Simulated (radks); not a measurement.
Species: La11+. Configuration: [Kr] 4d10 (the NIST ground configuration). Method: Dirac Kohn-Sham, relativistic LDA (MacDonald-Vosko exchange, VWN5 correlation), spin-unpolarised, spherical densities, finite nucleus; Fermi nuclear charge, rms radius 4.855 fm; computed with a radial shooting solver on a logarithmic mesh with Libxc functionals.

Radial electron density D(r) = 4 pi r^2 rho(r):

```
   r/bohr * D(r) (the largest magnitude, 96.9, reaches the edge; | marks zero)
 0.002422 |     *
 0.002753 |       *
 0.003104 |        *
 0.003528 |          *
 0.004009 |            *
 0.004557 |              *
 0.005138 |                 *
 0.005839 |                    *
 0.006637 |                       *
 0.007543 |                           *
 0.008505 |                              *
 0.009666 |                                 *
  0.01099 |                                    *
  0.01249 |                                       *
  0.01408 |                                         *
    0.016 |                                          *
  0.01819 |                                          *
  0.02067 |                                         *
   0.0233 |                                        *
  0.02649 |                                       *
   0.0301 |                                     *
  0.03421 |                                     *
  0.03858 |                                     *
  0.04384 |                                        *
  0.04983 |                                           *
  0.05664 |                                               *
  0.06386 |                                                   *
  0.07258 |                                                      *
  0.08249 |                                                      *
  0.09375 |                                                   *
   0.1057 |                                               *
   0.1201 |                                           *
   0.1365 |                                        *
   0.1552 |                                        *
    0.175 |                                          *
   0.1989 |                                             *
    0.226 |                                              *
   0.2569 |                                           *
   0.2896 |                                    *
   0.3292 |                           *
   0.3741 |                    *
   0.4252 |                *
   0.4794 |                *
   0.5449 |                 *
   0.6193 |                  *
   0.7039 |                 *
   0.7936 |              *
    0.902 |         *
    1.025 |     *
    1.165 |  *
    1.314 |*
    1.493 |*
    1.697 *
    1.929 *
    2.175 *
    2.472 *
```

D(r) has 4 maxima, at r = 0.0176, 0.0780, 0.219, 0.619 bohr, and minima at 0.0342, 0.146, 0.453 bohr, inside which lie 2.02, 11.27, 29.05 electrons.
